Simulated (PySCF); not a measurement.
H2S2Zn, SMILES [SH][Zn][SH].

The structure is a stationary point at r2SCAN-D4/def2-TZVP. Other conformers were not sampled.

All values below come from PySCF 2.14.0 with TDA-ωB97X/def2-SVPD.

Vertical excitations. Isolated molecule, no solvent. State labels are in the subgroup C2.

Computed lowest excited states:
```json
[
 {"state": "S1", "symmetry": "A", "energy (eV)": "5.67", "λ (nm)": "219", "f": "0.045", "main pairs": "HOMO→LUMO 91 %"},
 {"state": "S2", "symmetry": "B", "energy (eV)": "5.68", "λ (nm)": "218", "f": "0.049", "main pairs": "HOMO−1→LUMO 91 %"},
 {"state": "S3", "symmetry": "B", "energy (eV)": "6.13", "λ (nm)": "202", "f": "0.002", "main pairs": "HOMO−1→LUMO+2 43 %, HOMO→LUMO+1 40 %"},
 {"state": "S4", "symmetry": "A", "energy (eV)": "6.15", "λ (nm)": "202", "f": "0.002", "main pairs": "HOMO→LUMO+2 42 %, HOMO−1→LUMO+1 41 %"},
 {"state": "S5", "symmetry": "B", "energy (eV)": "6.46", "λ (nm)": "192", "f": "0.001", "main pairs": "HOMO→LUMO+1 33 %, HOMO−2→LUMO 31 %, HOMO−1→LUMO+2 30 %"},
 {"state": "S6", "symmetry": "A", "energy (eV)": "6.64", "λ (nm)": "187", "f": "0.004", "main pairs": "HOMO−1→LUMO+1 46 %, HOMO→LUMO+2 40 %"},
 {"state": "S7", "symmetry": "B", "energy (eV)": "6.85", "λ (nm)": "181", "f": "0.005", "main pairs": "HOMO−1→LUMO+4 41 %, HOMO→LUMO+3 19 %, HOMO→LUMO+5 16 %, HOMO−1→LUMO+2 7 %"},
 {"state": "S8", "symmetry": "A", "energy (eV)": "6.85", "λ (nm)": "181", "f": "0.004", "main pairs": "HOMO→LUMO+4 41 %, HOMO−1→LUMO+3 18 %, HOMO−1→LUMO+5 16 %, HOMO→LUMO+2 9 %"},
 {"state": "S9", "symmetry": "B", "energy (eV)": "7.24", "λ (nm)": "171", "f": "0.019", "main pairs": "HOMO−2→LUMO+2 91 %"},
 {"state": "S10", "symmetry": "A", "energy (eV)": "7.27", "λ (nm)": "171", "f": "0.000", "main pairs": "HOMO−2→LUMO+1 89 %"},
 {"state": "T1", "symmetry": "A", "energy (eV)": "5.36", "λ (nm)": "231", "f": "0", "main pairs": "HOMO→LUMO 89 %"},
 {"state": "T2", "symmetry": "B", "energy (eV)": "5.36", "λ (nm)": "231", "f": "0", "main pairs": "HOMO−1→LUMO 89 %"},
 {"state": "T3", "symmetry": "B", "energy (eV)": "5.89", "λ (nm)": "211", "f": "0", "main pairs": "HOMO−1→LUMO+2 36 %, HOMO→LUMO+1 24 %, HOMO−1→LUMO+4 16 %, HOMO→LUMO+5 9 %"},
 {"state": "T4", "symmetry": "A", "energy (eV)": "5.91", "λ (nm)": "210", "f": "0", "main pairs": "HOMO→LUMO+2 33 %, HOMO−1→LUMO+1 24 %, HOMO→LUMO+4 18 %, HOMO−1→LUMO+5 10 %"}
]
```
Triplets are in the Tamm–Dancoff approximation.
